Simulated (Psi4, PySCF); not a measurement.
Input for Psi4:
```
memory 2 GB

molecule mol {
0 3
In   -0.000000   -0.000000   -0.039441
H     0.000000    0.000000    1.932616
}

set {
  basis def2-svp
  reference uks
  scf_type pk
  puream true
  d_convergence 1e-8
  dft_radial_points 99
  dft_spherical_points 590
}

energy('b3lyp5')
print_variables()
```

Problem. Write the same job for PySCF.

Solution. Several could match; the one computed here: 
```python
from pyscf import gto, scf, dft

mol = gto.M(
    atom='''
In   -0.000000   -0.000000   -0.039441
H     0.000000    0.000000    1.932616
''',
    basis='def2-svp',
    ecp={'In': 'def2-svp'},
    charge=0,
    spin=2,
    verbose=4,
)

mf = dft.UKS(mol)
mf.xc = 'b3lyp5'
mf.grids.atom_grid = (99, 590)
mf.grids.prune = None
mf.kernel()
```

Both were run: Psi4 gave -190.619272 Eh and PySCF -190.619272 Eh, 0.000 mEh apart.
